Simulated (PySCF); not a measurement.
**Working with the constants of SiBr**

UHF-CCSD(T) constants of SiBr, ²Π (doublet), unpaired electrons π ↑ (basis Si def2-TZVPP, Br def2-TZVPP; no relativity; PySCF 2.14; masses 27.9769 and 78.9183 u):

| Item | Value |
| --- | --- |
| ωe | 424.2 cm⁻¹ |
| ωexe | 1.44 cm⁻¹ |
| Be | 0.16342 cm⁻¹ |
| αe | 0.000822 cm⁻¹ |
| De to Si + Br | 3.69 eV |

(1) What force constant and bond length do these constants imply?

(2) Estimate the centrifugal constant D from the Kratzer relation and find the Dunham coefficient a1.

Correlated steps freeze 14 core orbitals. Spin–orbit coupling is left out. The state is the lowest determinant that a PBE0 search found; another state may lie lower at other levels.

## Answers

(1) Reduced mass μred = 20.655 u; k = 5.8918×10⁻⁷·μred·ωe² (u, cm⁻¹, mdyn/Å) = 2.19 mdyn/Å; Re = √(16.8576/(μred·Be)) (u, cm⁻¹, Å) = 2.235 Å.

(2) D = 4Be³/ωe² = 9.7e-08 cm⁻¹; a1 = −1 − αeωe/(6Be²) = -3.18.
